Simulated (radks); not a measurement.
Values are calculated unless marked as measured or tabulated.
Question: Coherent X-ray form factor from a spherical all-electron density. Level of theory: scalar-relativistic Kohn-Sham, PBE, spin-polarised, spherical densities, point nucleus (a radial shooting solver on a logarithmic mesh with Libxc functionals).

sin(theta)/lambda (1/angstrom)  f0 (electrons)
0.05                                    63.387
0.1                                     61.644
0.15                                    59.023
0.2                                     55.855
0.25                                    52.460
0.3                                     49.086
0.4                                     42.951
0.5                                     37.850
0.6                                     33.618
0.8                                     26.959
1                                       22.175
1.25                                    18.296
1.5                                     15.856
2                                       12.339

The species is in the configuration that NIST lists as its ground one. Which atom or ion scatters so?

Answer: The holmium ion Ho3+, [Xe] 4f10. Extrapolating in s^2 from the first two rows gives f0(0) = 64.0, near the electron count 64; among species with that count, the fall with angle is slower the higher Z, and the table is that of Z = 67; from so few rows the species is fixed only to a neighbour or two.
